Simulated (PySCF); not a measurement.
Computed shifts of a molecule CH4ClNOSi2, PBE/pcSseg-1 in PySCF, GIAO, gas phase, atoms alike by connectivity averaged where their shifts nearly agree, in ppm (number of nuclei): ²⁹Si: 1.1 (1), -2.2 (1). ¹⁵N: 588.1 (1). ¹³C: 217.0 (1). ¹H: 10.80 (1), 6.16 (2), 3.18 (1). References: ¹⁷O against H2O (σ = 334.3 ppm); ²⁹Si against TMS (σ = 335.4 ppm); ³⁵Cl against HCl (σ = 936.5 ppm); ¹⁵N against NH3 (σ = 267.0 ppm); ¹³C against TMS (σ = 182.0 ppm); ¹H against TMS (σ = 31.49 ppm), references at their B3LYP-D3(BJ)/def2-TZVP geometries, non-relativistic (without spin–orbit terms, shifts of atoms bonded to Cl or Br come out too high). Coordinates come from a TPSSh-D3(BJ)/def2-SVP optimisation. Other conformers were not sampled.

Problem. Which structure fits?
A. Cl[Si@H]1N=CO[SiH2]1
B. N#CO[SiH2][SiH2]Cl
C. Cl[Si@@H]1N=C[SiH2]O1
D. O[Si@@]1(Cl)N=C[SiH2]1

Solution. D, O[Si@@]1(Cl)N=C[SiH2]1
